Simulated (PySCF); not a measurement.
Basis-set dependence of population analyses: `CO/C=N\[SiH3]`

Compound: C2H7NOSi.
Numbering: `[CH3:1][O:2]/[CH:3]=[N:4]\[SiH3:5]` (hydrogens: H6, H7, H8 on C1; H9 on C3; H10, H11, H12 on Si5)

PBE0 throughout (PySCF), one geometry, spherical d and f functions. Geometry: PBE0-D3(BJ)/def2-SVP, one conformer, isolated molecule. Atoms taken as equivalent share a column and are averaged. The first 7 of 8 kinds of atom are listed.

Mulliken charges (e):

```
        basis  functions      C1      O2      C3      N4     Si5  H6/H7/H8      H9
       STO-3G         36  -0.132  -0.187  +0.127  -0.476  +0.668    +0.094  +0.083
        6-31G         63  -0.275  -0.473  +0.264  -0.666  +0.726    +0.194  +0.198
     pcSseg-0         63  -0.346  -0.638  +0.421  -0.883  +0.742    +0.244  +0.245
       6-31G*         88  -0.305  -0.413  +0.269  -0.498  +0.442    +0.195  +0.183
      cc-pVDZ        109  +0.036  -0.248  +0.231  -0.346  +0.300    +0.064  +0.049
     def2-SVP        109  +0.078  -0.317  +0.211  -0.372  +0.455    +0.063  +0.049
  aug-cc-pVDZ        182  +0.962  -0.393  +0.591  -0.309  -0.519    -0.212  -0.419
6-311+G(2d,p)        185  -0.323  -0.300  +0.203  -0.595  +0.631    +0.163  +0.127
    def2-TZVP        203  -0.259  -0.201  +0.115  -0.319  +0.221    +0.145  +0.123
      cc-pVTZ        252  -0.132  -0.175  +0.124  -0.307  +0.213    +0.104  +0.111
     IGLO-III        254  -0.231  -0.245  +0.213  -0.626  +0.878    +0.142  +0.124
```

IAO charges (e):

```json
{"basis": "STO-3G", "functions": "36", "C1": "-0.259", "O2": "-0.181", "C3": "+0.084", "N4": "-0.504", "Si5": "+0.717", "H6/H7/H8": "+0.137", "H9": "+0.120"}
{"basis": "6-31G", "functions": "63", "C1": "-0.250", "O2": "-0.311", "C3": "+0.205", "N4": "-0.562", "Si5": "+0.576", "H6/H7/H8": "+0.159", "H9": "+0.162"}
{"basis": "pcSseg-0", "functions": "63", "C1": "-0.230", "O2": "-0.309", "C3": "+0.220", "N4": "-0.570", "Si5": "+0.575", "H6/H7/H8": "+0.153", "H9": "+0.148"}
{"basis": "6-31G*", "functions": "88", "C1": "-0.208", "O2": "-0.325", "C3": "+0.253", "N4": "-0.615", "Si5": "+0.714", "H6/H7/H8": "+0.149", "H9": "+0.145"}
{"basis": "cc-pVDZ", "functions": "109", "C1": "-0.208", "O2": "-0.320", "C3": "+0.247", "N4": "-0.607", "Si5": "+0.706", "H6/H7/H8": "+0.148", "H9": "+0.144"}
{"basis": "def2-SVP", "functions": "109", "C1": "-0.199", "O2": "-0.319", "C3": "+0.250", "N4": "-0.606", "Si5": "+0.723", "H6/H7/H8": "+0.145", "H9": "+0.139"}
{"basis": "aug-cc-pVDZ", "functions": "182", "C1": "-0.215", "O2": "-0.333", "C3": "+0.249", "N4": "-0.618", "Si5": "+0.708", "H6/H7/H8": "+0.152", "H9": "+0.150"}
{"basis": "6-311+G(2d,p)", "functions": "185", "C1": "-0.217", "O2": "-0.335", "C3": "+0.251", "N4": "-0.629", "Si5": "+0.744", "H6/H7/H8": "+0.154", "H9": "+0.151"}
{"basis": "def2-TZVP", "functions": "203", "C1": "-0.214", "O2": "-0.334", "C3": "+0.255", "N4": "-0.631", "Si5": "+0.753", "H6/H7/H8": "+0.153", "H9": "+0.149"}
{"basis": "cc-pVTZ", "functions": "252", "C1": "-0.216", "O2": "-0.332", "C3": "+0.254", "N4": "-0.626", "Si5": "+0.738", "H6/H7/H8": "+0.153", "H9": "+0.148"}
{"basis": "IGLO-III", "functions": "254", "C1": "-0.217", "O2": "-0.335", "C3": "+0.252", "N4": "-0.631", "Si5": "+0.751", "H6/H7/H8": "+0.154", "H9": "+0.150"}
```

Hirshfeld charges (e):

| basis | functions | C1 | O2 | C3 | N4 | Si5 | H6/H7/H8 | H9 |
| --- | --- | --- | --- | --- | --- | --- | --- | --- |
| STO-3G | 36 | +0.042 | -0.104 | +0.113 | -0.327 | +0.437 | +0.023 | +0.024 |
| 6-31G | 63 | -0.015 | -0.121 | +0.126 | -0.301 | +0.328 | +0.050 | +0.062 |
| pcSseg-0 | 63 | -0.027 | -0.101 | +0.121 | -0.281 | +0.350 | +0.044 | +0.053 |
| 6-31G* | 88 | -0.014 | -0.106 | +0.128 | -0.283 | +0.309 | +0.049 | +0.060 |
| cc-pVDZ | 109 | -0.031 | -0.088 | +0.122 | -0.265 | +0.322 | +0.047 | +0.054 |
| def2-SVP | 109 | -0.032 | -0.094 | +0.126 | -0.266 | +0.328 | +0.048 | +0.052 |
| aug-cc-pVDZ | 182 | -0.039 | -0.109 | +0.123 | -0.281 | +0.335 | +0.052 | +0.061 |
| 6-311+G(2d,p) | 185 | -0.030 | -0.111 | +0.122 | -0.284 | +0.337 | +0.051 | +0.061 |
| def2-TZVP | 203 | -0.035 | -0.105 | +0.125 | -0.277 | +0.328 | +0.051 | +0.059 |
| cc-pVTZ | 252 | -0.037 | -0.101 | +0.125 | -0.274 | +0.326 | +0.050 | +0.059 |
| IGLO-III | 254 | -0.040 | -0.108 | +0.122 | -0.276 | +0.327 | +0.051 | +0.060 |

ESP-fitted charges (e):

```csv
basis,functions,C1,O2,C3,N4,Si5,H6/H7/H8,H9
STO-3G,36,-0.255,-0.229,+0.515,-0.625,+0.636,+0.132,-0.060
6-31G,63,-0.024,-0.490,+0.820,-0.889,+0.788,+0.107,-0.044
pcSseg-0,63,-0.062,-0.485,+0.806,-0.898,+0.890,+0.116,-0.034
6-31G*,88,-0.121,-0.337,+0.595,-0.685,+0.587,+0.116,+0.001
cc-pVDZ,109,-0.093,-0.322,+0.551,-0.622,+0.513,+0.105,+0.004
def2-SVP,109,-0.056,-0.365,+0.629,-0.683,+0.607,+0.099,-0.018
aug-cc-pVDZ,182,-0.153,-0.329,+0.580,-0.652,+0.563,+0.123,0.000
"6-311+G(2d,p)",185,-0.168,-0.329,+0.580,-0.655,+0.550,+0.129,+0.003
def2-TZVP,203,-0.150,-0.321,+0.571,-0.641,+0.546,+0.122,+0.002
cc-pVTZ,252,-0.148,-0.315,+0.555,-0.633,+0.551,+0.120,+0.006
IGLO-III,254,-0.148,-0.327,+0.572,-0.644,+0.549,+0.122,+0.004
```

Some averages cover members that differ in this geometry, most widely: H6/H7/H8, Mulliken in aug-cc-pVDZ -0.360 to -0.137; H6/H7/H8, ESP-fitted in STO-3G +0.110 to +0.143; H6/H7/H8, IAO in 6-31G +0.149 to +0.179; H6/H7/H8, IAO in pcSseg-0 +0.144 to +0.172 e.

Problem. Which scheme is steadiest as the basis changes?

Solution. Largest range over the bases for any column: Hirshfeld 0.13 e, IAO 0.18 e, ESP-fitted 0.38 e, Mulliken 1.40 e. Hirshfeld charges move least and Mulliken charges most, counted in e. Without the minimal STO-3G basis the ranges are Hirshfeld 0.04, IAO 0.18, ESP-fitted 0.38, Mulliken 1.40 e.

Problem. How much do the charges still move between the two largest bases, cc-pVTZ and IGLO-III?

Solution. At most, over all atoms: Mulliken 0.665 e, IAO 0.013 e, Hirshfeld 0.007 e, ESP-fitted 0.017 e.

Problem. What do the same runs give for the total energy, the frontier levels and the dipole moment?

Solution. 
| basis | energy (Eh) | HOMO (eV) | LUMO (eV) | μ (D) |
| --- | --- | --- | --- | --- |
| STO-3G | -493.4520 | -3.53 | 3.85 | 1.57 |
| 6-31G | -499.3737 | -6.83 | 0.20 | 1.78 |
| pcSseg-0 | -498.6628 | -6.98 | 0.07 | 1.74 |
| 6-31G* | -499.4882 | -6.96 | 0.19 | 1.69 |
| cc-pVDZ | -499.5168 | -6.96 | 0.09 | 1.63 |
| def2-SVP | -499.2662 | -7.07 | -0.01 | 1.67 |
| aug-cc-pVDZ | -499.5332 | -7.15 | -0.23 | 1.57 |
| 6-311+G(2d,p) | -499.5857 | -7.22 | -0.26 | 1.62 |
| def2-TZVP | -499.6069 | -7.19 | -0.18 | 1.64 |
| cc-pVTZ | -499.6004 | -7.14 | -0.13 | 1.63 |
| IGLO-III | -499.6102 | -7.21 | -0.24 | 1.62 |

The dipole is fixed by the density alone, so its range of 0.21 D shows that the density itself changes with the basis, not only its division among atoms.
